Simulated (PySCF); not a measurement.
## How exact exchange moves a shielding

Molecule: SMILES [CH3][Al@-]([NH3+])([F])[Cl], CH6AlClFN.

Bonds (- single, = double, # triple, : aromatic): C1-Al2 1.946 Å, Al2-N3 2.036 Å, Al2-F4 1.684 Å, Al2-Cl5 2.139 Å. C1 carries H6, H7, H8; N3 carries H9, H10, H11. Formal charges: Al2 -1, N3 +1. Stereochemistry as in [CH3][Al@-]([NH3+])([F])[Cl].

GIAO shieldings (ppm, equivalent atoms averaged) in PySCF 2.14 on the PBE0-D3(BJ)/def2-SVP geometry, basis pcSseg-2, gas phase, non-relativistic:

```tsv
functional	exact exchange (%)	σ(Al2)	σ(F4)	σ(Cl5)
BLYP	0	424.9	338.7	950.8
BP86	0	428.8	338.6	952.2
PBE	0	428.5	337.4	952.0
B3LYP	20	436.4	351.1	967.4
PBE0	25	443.5	353.5	973.5
mPW1PW91	25	444.2	354.6	974.6
HF	100	483.1	386.2	1019.9
```

Q: Fit each shielding as a line in the percentage of exact exchange.

A: σ(Al2) = 427.8 + 0.56 x (rms 1.9 ppm); σ(F4) = 339.8 + 0.48 x (rms 1.9 ppm); σ(Cl5) = 953.5 + 0.68 x (rms 2.4 ppm). The functionals also differ in their semilocal parts, which the line can't hold; Hartree–Fock has no correlation at all.

Q: What does the line predict for BHandHLYP (50 %), and what does the run give?

A: σ(Al2): 455.8 predicted, 453.0 computed; σ(F4): 363.8 predicted, 365.8 computed; σ(Cl5): 987.5 predicted, 988.3 computed ppm.
